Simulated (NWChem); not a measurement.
Species: C₂H₄O₃Si; SMILES O=C1OC[Si@@H]1O

```xyz
10

O     -1.3616    -1.8397     0.0396
C     -0.4758    -1.0333    -0.0292
O      0.8718    -1.3389     0.2032
C      1.5713    -0.0557     0.1230
Si    -0.0385     0.8346    -0.4238
O     -0.6959     2.1177     0.4254
H      1.9925     0.2136     1.1141
H      2.3986    -0.1224    -0.6128
H     -0.1143     1.2586    -1.8578
H     -0.8252     1.9871     1.3813
```
Atoms are numbered in this order, from 1.

Computed with NWChem. Coordinates come from a PBE-D3(BJ)/def2-SVP optimisation.

Q: Order these by “dipole (D)”, lowest first: Hartree-Fock/STO-3G; Hartree-Fock/pcseg-2; Hartree-Fock/pcseg-1.

A: Hartree-Fock/STO-3G (2.89), Hartree-Fock/pcseg-2 (4.41), Hartree-Fock/pcseg-1 (4.59)
